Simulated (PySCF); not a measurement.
Molfile (atoms numbered from 1):
```
C5H4F2
     RDKit          3D

 11 10  0  0  0  0  0  0  0  0999 V2000
    2.0523   -1.4160    0.0447 C   0  0  0  0  0  0  0  0  0  0  0  0
    1.1352   -0.6261   -0.0340 C   0  0  0  0  0  0  0  0  0  0  0  0
    0.0256    0.2650   -0.1371 C   0  0  0  0  0  0  0  0  0  0  0  0
    0.1518    1.5879   -0.3142 C   0  0  0  0  0  0  0  0  0  0  0  0
   -1.3362   -0.3860   -0.0440 C   0  0  0  0  0  0  0  0  0  0  0  0
   -2.3152    0.5363   -0.1238 F   0  0  0  0  0  0  0  0  0  0  0  0
   -1.4615   -1.0271    1.1375 F   0  0  0  0  0  0  0  0  0  0  0  0
    2.8732   -2.1048    0.1213 H   0  0  0  0  0  0  0  0  0  0  0  0
    1.1364    2.0529   -0.3835 H   0  0  0  0  0  0  0  0  0  0  0  0
   -0.7355    2.2182   -0.3935 H   0  0  0  0  0  0  0  0  0  0  0  0
   -1.4884   -1.1264   -0.8497 H   0  0  0  0  0  0  0  0  0  0  0  0
  1  2  3  0
  2  3  1  0
  3  4  2  0
  3  5  1  0
  5  6  1  0
  5  7  1  0
  1  8  1  0
  4  9  1  0
  4 10  1  0
  5 11  1  0
M  END
```

Geometry: PBE0-D3(BJ)/def2-SVP; GIAO shifts from PySCF, gas phase, non-relativistic, averaged over equivalent atoms.

At PBE0/def2-SVP (118 basis functions, 6.4 s wall time on 1 thread of an Intel Xeon 6975P-C, shared host):
| atoms | δ (ppm) |
| --- | --- |
| C4 | 129.5 |
| C3 | 126.9 |
| C5 | 110.4 |
| C1 | 84.8 |
| C2 | 76.2 |
| F6/F7 | -118.0 |
| H10 | 6.21 |
| H9 | 5.94 |
| H11 | 5.68 |
| H8 | 2.91 |

Scale: $^{13}$C (σref 193.72), $^{1}$H (σref 31.34) vs TMS; $^{19}$F (σref 214.64) vs CFCl3 (reference shieldings calculated alike).

**Question.** Estimate the result of repeating the calculation with BLYP/pcSseg-1.

**Answer.** 
```csv
atoms,δ at BLYP/pcSseg-1,change
C4,132.0,+2.5
C3,134.3,+7.4
C5,120.7,+10.3
C1,86.7,+1.9
C2,82.7,+6.5
F6/F7,-148.8,-30.8
H10,6.20,-0.01
H9,5.95,+0.01
H11,6.18,+0.50
H8,3.05,+0.14
```

References, each an isolated molecule treated in the same way: $^{13}$C (175.31 ppm) and $^{1}$H (31.36 ppm) vs TMS; CFCl3 for $^{19}$F (145.46 ppm).

The largest change is at F6/F7 (fluorine of a CF2 group). Cost: 139 basis functions, 15 s wall time on 1 thread of an Intel Xeon 6975P-C, shared host. The order of the carbon signals changes between the two levels.

Unscaled 19F shifts against computed CFCl3 carry errors that often reach 10 to 50 ppm.
